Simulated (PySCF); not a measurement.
Job file and geometry (Å, from GFN2-xTB) of an NMR shielding run on SMILES CC#C[C@H]1CO[SiH2]C1, C6H10OSi, GIAO PBE0/pcSseg-1 NMR shielding, non-relativistic, gas phase in PySCF 2.14.0, density-fitted response routines; density fitting, a coarse starting grid and PySCF grid level 2 are the driver's defaults:

```
$ OMP_NUM_THREADS=1 python probes_run.py task.json out

{"job": {"kind": "nmr", "xc": "PBE0", "basis": "pcSseg-1"}, "charge": 0, "multiplicity": 1}
C      3.579016    -0.470293     0.139161
C      2.201632    -0.224920    -0.230607
C      1.063378    -0.026072    -0.550501
C     -0.322227     0.234706    -0.881329
C     -1.136269    -1.066624    -0.995891
O     -2.506462    -0.767476    -0.899749
Si    -2.851714     0.619238    -0.103670
C     -1.028626     1.097157     0.176623
H      3.969911     0.377225     0.701912
H      4.188070    -0.612216    -0.753342
H      3.643915    -1.365328     0.757535
H     -0.372952     0.751028    -1.847364
H     -0.861040    -1.752402    -0.186232
H     -0.962182    -1.569065    -1.951357
H     -3.576843     1.502495    -1.011572
H     -3.563913     0.328585     1.136495
H     -0.692765     0.802244     1.172231
H     -0.779685     2.148034     0.051241
```

Question: Write the output of this run.

Answer: 
```
coarse grid: 15432 points
cycle   1  E = -598.6377401266  dE =  1.145e+00  |g| = 7.264e-01  |ddm| = 4.319e+00
cycle   2  E = -598.5354081814  dE =  1.023e-01  |g| = 1.047e+00  |ddm| = 2.059e+00
cycle   3  E = -598.7405855593  dE = -2.052e-01  |g| = 1.248e-01  |ddm| = 1.400e+00
cycle   4  E = -598.7435413764  dE = -2.956e-03  |g| = 3.756e-02  |ddm| = 1.901e-01
cycle   5  E = -598.7438794399  dE = -3.381e-04  |g| = 1.136e-02  |ddm| = 6.084e-02
cycle   6  E = -598.7439003054  dE = -2.087e-05  |g| = 6.690e-03  |ddm| = 1.508e-02
cycle   7  E = -598.7439108436  dE = -1.054e-05  |g| = 1.538e-03  |ddm| = 5.873e-03
cycle   8  E = -598.7439114076  dE = -5.640e-07  |g| = 2.054e-04  |ddm| = 1.468e-03
final grid: 144104 points
cycle   9  E = -598.8036949759  dE = -3.054e-05  |g| = 1.049e-02  |ddm| = 5.289e-02
cycle  10  E = -598.8036736573  dE =  2.132e-05  |g| = 1.504e-02  |ddm| = 2.826e-02
cycle  11  E = -598.8037169604  dE = -4.330e-05  |g| = 1.621e-03  |ddm| = 1.755e-02
cycle  12  E = -598.8037175038  dE = -5.433e-07  |g| = 3.972e-04  |ddm| = 1.709e-03
cycle  13  E = -598.8037175308  dE = -2.702e-08  |g| = 2.127e-04  |ddm| = 4.502e-04
cycle  14  E = -598.8037175414  dE = -1.065e-08  |g| = 3.737e-05  |ddm| = 2.095e-04
cycle  15  E = -598.8037175417  dE = -2.993e-10  |g| = 1.070e-05  |ddm| = 5.207e-05
converged SCF energy = -598.8037175417

GIAO shielding tensors (ppm)
atom      isotropic    diamagn.    paramagn.     s11        s22        s33       span
  0 C      182.147     254.132     -71.985    174.617    175.023    196.802     22.185
  1 C      101.840     269.100    -167.261     19.850     24.647    261.022    241.172
  2 C      100.796     258.080    -157.284      6.901     15.416    280.071    273.170
  3 C      154.981     256.144    -101.163    135.352    157.357    172.233     36.881
  4 C      109.710     248.129    -138.419     69.173    104.995    154.961     85.788
  5 O      303.206     395.167     -91.961    241.589    286.157    381.872    140.283
  6 Si     348.669     880.037    -531.368    286.640    337.376    421.991    135.351
  7 C      164.933     252.961     -88.029    140.461    160.662    193.676     53.214
  8 H       29.722      29.462       0.261     24.429     28.142     36.596     12.167
  9 H       29.713      27.360       2.353     24.437     27.869     36.832     12.395
 10 H       29.754      30.198      -0.444     24.374     28.227     36.661     12.287
 11 H       28.981      32.165      -3.184     24.748     27.363     34.833     10.085
 12 H       28.034      31.962      -3.928     22.777     28.210     33.116     10.339
 13 H       27.246      30.291      -3.045     22.374     27.558     31.805      9.431
 14 H       26.750      28.712      -1.963     23.142     24.151     32.955      9.813
 15 H       26.636      28.734      -2.098     23.429     24.040     32.440      9.011
 16 H       30.510      32.863      -2.353     26.094     29.418     36.019      9.925
 17 H       30.325      31.585      -1.259     26.545     27.727     36.704     10.160
```

Question: Turn these shieldings into chemical shifts. Chemical shifts δ = σref − σ; 13C (σ = 186.93 ppm), 29Si (σ = 349.16 ppm), 1H (σ = 31.72 ppm) against TMS; H2O for 17O (σ = 336.08 ppm), all at this level.

Answer: Averaging equivalent atoms: C 2: 86.1; C 1: 85.1; C 4: 77.2; C 3: 31.9; C 7: 22.0; C 0: 4.8; O 5: 32.9; Si 6: 0.5; H 15: 5.08; H 14: 4.97; H 13: 4.47; H 12: 3.68; H 11: 2.74; H 8/9/10: 1.99; H 17: 1.39; H 16: 1.21 ppm. Experimental scales use liquid or dissolved standards, which lie at an offset from isolated H2O (liquid H2O: subtract about 36 ppm).

Size and cost of the density-fitted run: 193 basis functions, 52 s wall time on 1 thread of an Arm Neoverse N1, shared host; peak memory 0.85 GiB.
